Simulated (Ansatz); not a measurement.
```xyz
17

B     2.3621   -1.1338    0.2588
Ge    0.9870    0.2018    0.9850
Se    0.4806    1.9766   -0.5894
C     0.3100    0.8152   -2.1531
C    -0.8718   -0.3788    1.0574
C    -1.2709   -1.6158    1.3382
Ga   -1.8800    1.2528    0.4442
H     2.7401   -1.0952   -0.8722
H     2.7449   -2.0194    0.9629
H     1.4304    0.9753    2.2412
H    -0.2413    1.3765   -2.9048
H    -0.2485   -0.0817   -1.8889
H     1.3004    0.5607   -2.5230
H    -0.5971   -2.4263    1.6144
H    -2.3260   -1.8882    1.3193
H    -2.7977    1.1253   -0.8296
H    -2.1223    2.3548    1.5397
```

Total charge 0; spin multiplicity 1.

(1) List the PBE/def2-TZVPP orbital energies in eV (Ansatz 0.2.0). (An estimate is asked.)

## Answers

(1) Ansatz gave: Occupied: -12302.70, -10804.72, -10092.71, -1562.66, -1403.44, -1403.41, -1403.37, -1338.07, -1232.64, -1191.52, -1191.47, -1191.47, -1092.34, -1092.26, -1092.25, -269.96, -269.12, -269.09, -205.63, -178.14, -162.65, -150.96, -150.84, -150.74, -142.40, -114.18, -114.04, -114.02, -96.98, -96.77, -96.74, -54.04, -54.02, -53.94, -53.86, -53.85, -29.97, -29.92, -29.89, -29.84, -29.81, -19.30, -19.13, -18.96, -18.91, -18.86, -18.82, -18.44, -16.16, -14.34, -13.16, -11.81, -11.17, -10.86, -10.71, -10.21, -9.14, -9.09, -8.67, -8.08, -7.19, -7.05, -6.45, -6.31, -5.82. Lowest empty: -3.75, -1.68, -1.05, -0.86, -0.67, 0.41, 0.67, 0.86.
